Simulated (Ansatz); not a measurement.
Input file for Ansatz (a program for electronic structure): R-CCSD(T)/aug-cc-pVDZ on CH8GeO (a complex), monomers drawn apart or pushed together. The run froze 16 orbitals, filled d shells among them.

Ansatz 0.2 input:
```yaml
crystal:
  periodic: [false, false, false]
  atoms:
    - {symbol: C, position_ang: [-0.44998375, 0.17170259, 0.48867825]}
    - {symbol: O, position_ang: [0.79079455, 0.28184996, 1.17473437]}
    - {symbol: H, position_ang: [-1.25318139, 0.70804204, 1.00507366]}
    - {symbol: H, position_ang: [-0.70256932, -0.88704816, 0.46579180]}
    - {symbol: H, position_ang: [-0.38136734, 0.53591060, -0.54148981]}
    - {symbol: H, position_ang: [1.04205003, 1.21009986, 1.21463627]}
    - {symbol: Ge, position_ang: [-0.01024977, -0.15146012, 4.72741505]}
    - {symbol: H, position_ang: [-0.55426470, -1.34579914, 3.93472579]}
    - {symbol: H, position_ang: [-0.60322835, 1.15639808, 4.17927233]}
    - {symbol: H, position_ang: [1.52065196, -0.10624057, 4.66353916]}
    - {symbol: H, position_ang: [-0.44426360, -0.29275726, 6.20004133]}
basis:
  gaussian:
    orbitals: aug-cc-pVDZ
magnetization: {spin_polarized: false}
correlation: {method: ccsd_t, electrons: outside_noble_gas}
scf: {lower_state_search: off}
```

Problem. Predict the final total energy.

Solution. -2193.2540 hartree (reference determinant -2192.7064, T1 diagnostic 0.011).

Problem. How many basis functions does it have, and what does it roughly cost on one machine?

Solution. 154 functions; very roughly 30 core-seconds.
